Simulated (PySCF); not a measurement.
CH₈ClFSi₃, SMILES C[Si@H](Cl)[Si@@H](F)[SiH3]. Heavy atoms are numbered as in [CH3:1][Si@H:2]([Cl:3])[Si@@H:4]([F:5])[SiH3:6]. Hydrogens are named by the atom that carries them.

The structure is a stationary point at B3LYP-D3(BJ)/def2-SVP. The structure was generated by enumeration; whether it is a known compound was not checked. Other conformers were not sampled.

Method: PBE/pcSseg-1 run with PySCF.

GIAO shieldings, no solvent; atoms alike by connectivity are averaged. δ = σ(ref) − σ: ¹³C against TMS (σ = 182.0 ppm); ²⁹Si against TMS (σ = 335.4 ppm); ³⁵Cl against HCl (σ = 936.5 ppm); ¹⁹F against CFCl3 (σ = 133.6 ppm); ¹H against TMS (σ = 31.49 ppm), references at their B3LYP-D3(BJ)/def2-TZVP geometries, non-relativistic (without spin–orbit terms, shifts of atoms bonded to Cl or Br come out too high).

Computed chemical shifts:
| nucleus | atoms | count | δ (ppm) |
|---|---|---|---|
| ¹³C | C1 (CH3) | 1 | 2.6 |
| ²⁹Si | Si4 (SiH) | 1 | 25.4 |
| ²⁹Si | Si2 (SiH) | 1 | 7.2 |
| ²⁹Si | Si6 (SiH3) | 1 | -113.5 |
| ³⁵Cl | Cl3 | 1 | -33.9 |
| ¹⁹F | F5 | 1 | -286.0 |
| ¹H | H on Si4 | 1 | 6.48 |
| ¹H | H on Si2 | 1 | 5.89 |
| ¹H | H on Si6 | 3 | 3.97 |
| ¹H | H on C1 | 3 | 1.09 |
